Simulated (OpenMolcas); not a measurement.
Ti2+ (d2) in a complex was computed by SS-CASPT2, IPEA 0.25 Eh, imaginary shift 0.1 Eh with the d shell active (OpenMolcas, ANO-RCC-VDZP on the metal). Its lowest spin-free states, and all those of the highest spin:

| 2S+1 | Degeneracy | E (cm-1) |
| --- | --- | --- |
| 3 | 1 | 0 |
| 3 | 2 | 2470 |
| 1 | 2 | 9180 |
| 3 | 1 | 10420 |
| 3 | 2 | 11500 |
| 1 | 1 | 11760 |
| 1 | 2 | 11880 |
| 1 | 1 | 20430 |
| 3 | 2 | 20650 |
| 3 | 1 | 21200 |
| 1 | 1 | 21770 |
| 1 | 2 | 22340 |
| 3 | 1 | 22500 |

Problem. Is the site octahedral, tetrahedral or cube-like, axial, or of lower symmetry?

Solution. The states with 2S+1 = 3 have orbital degeneracies 1, 2, 1, 2, 2, 1, 1. There are pairs but no triples, so the site is axial: not cubic, but with a proper or improper axis of order three or more. The run had Ti2+ with 6 ligands (water) in trigonal antiprismatic coordination (D3d) at 2.22 Å, a polar angle of 57.5° against the regular 54.74°. Ligand basis ANO-RCC-VDZP.

Roots that are degenerate in the reference are averaged as groups; the widest CASPT2 spread within a group is 110 cm-1 (the 2-fold group of multiplicity 3 near 20600 cm-1 above the lowest state of its run). Shifts and gaps below about the spread of the groups concerned are not significant. Over all roots computed the reference weight is 0.70 to 0.71; a low but even weight reflects the number of correlated electrons. Ligand-to-metal charge-transfer states are missing. With no ligand orbital active B as a rule stays too high, so bands that hang on it stand too high and its fall with covalency is understated. With one d shell and no ligand orbital active, 10Dq can be off by tens of per cent for divalent 3d ions, low with halides held by bare charges and at times high in hosts. Free-ion shares, where given, are those of the reference states; single-state CASPT2 does not remix them. No measured value stands beside these numbers; the geometry is a model, was not optimised and need not be the one that this ion takes.
